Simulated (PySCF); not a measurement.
These are PBE-D3(BJ)/def2-TZVP // M06-2X/def2-TZVP (PySCF) values and carry that method's errors. Isolated molecules, 0 K electronic values unless said otherwise. One relaxed conformer stands for a flexible species; it need not be the lowest. Excitations are Tamm–Dancoff values on a coarser integration grid. The basis has no diffuse functions, so Rydberg states are missing or too high.

Reference species (SMILES): `C[Si](C)(B)C` (neutral, multiplicity 1).

| Quantity | Result |
|---|---|
| S1 oscillator strength | 0.012 |
| brightest of the four lowest singlets (TDA) | 4.48 eV |
| LUMO | -3.08 eV |

Changed species: `BC=C` (X = vinyl; the reference has X = trimethylsilyl).

Question: Predict the effect on the S1 oscillator strength, brightest of the four lowest singlets (TDA) and LUMO.

Answer: the S1 oscillator strength falls by 0.012, to 0.000; the brightest of the four lowest singlets (TDA) increases by 1.64 eV, to 6.12 eV; the LUMO hardly moves.
